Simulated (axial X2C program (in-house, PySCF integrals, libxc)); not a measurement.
# Potential curves of WH⁻, without spin–orbit coupling

Computed with an axial X2C code built on PySCF integrals. Spin-free means the one-electron spin-free X2C Hamiltonian. Basis: W dyall-acv3z [14s15p10d7f4g], H dyall-av3z [7s3p2d] (cores contracted in-house); Gaussian nuclei, density fitting, unrestricted open shells. Masses: W 183.951 u, H 1.008 u.

State: M_S = 2, Λ = 0 (beyond evenly filled blocks: π+α, π-α, δ+α, δ-α). Energies in eV from the fragments at the same level (W- + H). Fits are polynomials in 1 − R0/R over 0.85 to 1.23 times the lowest point R0.

| R (Å) | PBE0 | CCSD(T) | HF | CCSD |
| --- | --- | --- | --- | --- |
| 1.5129 | -2.2363 |  | -1.3380 |  |
| 1.5825 | -2.4661 | -2.3354 | -1.6234 | -2.3478 |
| 1.6347 | -2.5684 | -2.4652 | -1.7620 | -2.4777 |
| 1.6868 | -2.6232 | -2.5471 | -1.8488 | -2.5595 |
| 1.7390 | -2.6400 | -2.5900 | -1.8936 | -2.6022 |
| 1.7999 | -2.6217 | -2.5995 | -1.9032 | -2.6112 |
| 1.8607 | -2.5721 | -2.5738 | -1.8769 | -2.5851 |
| 1.9390 | -2.4750 | -2.5030 | -1.8038 | -2.5135 |
| 2.0346 | -2.3228 |  | -1.6732 |  |
| 2.1738 | -2.0680 |  | -1.4377 |  |

Correlated methods: 8 electrons correlated (number of frozen shells: W 5 s, 4 p, 2 d, 1 f; H none), 282 virtual spin orbitals or spinors in MP2, 90 natural virtuals in coupled cluster.

One determinant describes the state; a PBE0 search over occupations chose it and may have missed a lower one. De is counted from the lowest determinant-based energies of the atoms at the same level, without counterpoise correction. CCSD and (T) use frozen natural virtuals with an MP2 correction for the truncation; (T) itself is uncorrected, so its De runs slightly low. The highest occupied level is positive at some bond lengths even in Hartree–Fock (under at least one Hamiltonian), so the basis set holds the extra electron there; where that holds at Re the anion is at best weakly bound and its constants depend on the basis. PBE0 can misorder states that lie within some tenths of an eV, so this need not be the ground state of the molecule. The nearest other spin-free determinant of the search, M_S = 3, Λ = 0, lies 0.20 eV up at the distance of the search. The determinant is spin-polarised beyond a pure state at some levels (its spin-free form has ⟨S²⟩ too high), which makes Re and μ there less reliable. The T1 diagnostic is large, a sign of multireference character. With the outer-core shells frozen, correlated bond lengths of heavy atoms tend to come out a few hundredths of an ångström too long. Hartree–Fock gets electron affinities wrong, so its lowest charge split need not be the true one. Coupled cluster ran on the points near the minimum only. MP2 and coupled cluster on one determinant become unreliable at the stretched end.

(1) Fit the PBE0 curve near its minimum: give the equilibrium distance, the harmonic wavenumber and the well depth.

(2) What are Re, ωe and De at the CCSD(T) level?

(3) What are Re, ωe and De at the HF level?

(4) What are Re, ωe and De at the CCSD level?

Answers

(1) At PBE0, spin-free: Re = 1.740 Å, ωe ≈ 1730 cm⁻¹, De = 2.64 eV to W- + H; Be follows as 5.56 cm⁻¹.

(2) At CCSD(T), spin-free: Re = 1.784 Å, ωe ≈ 1650 cm⁻¹, De = 2.60 eV to W- + H; Be follows as 5.29 cm⁻¹.

(3) At HF, spin-free: Re = 1.784 Å, ωe ≈ 1680 cm⁻¹, De = 1.90 eV to W- + H; Be follows as 5.29 cm⁻¹.

(4) At CCSD, spin-free: Re = 1.783 Å, ωe ≈ 1660 cm⁻¹, De = 2.61 eV to W- + H; Be follows as 5.29 cm⁻¹.
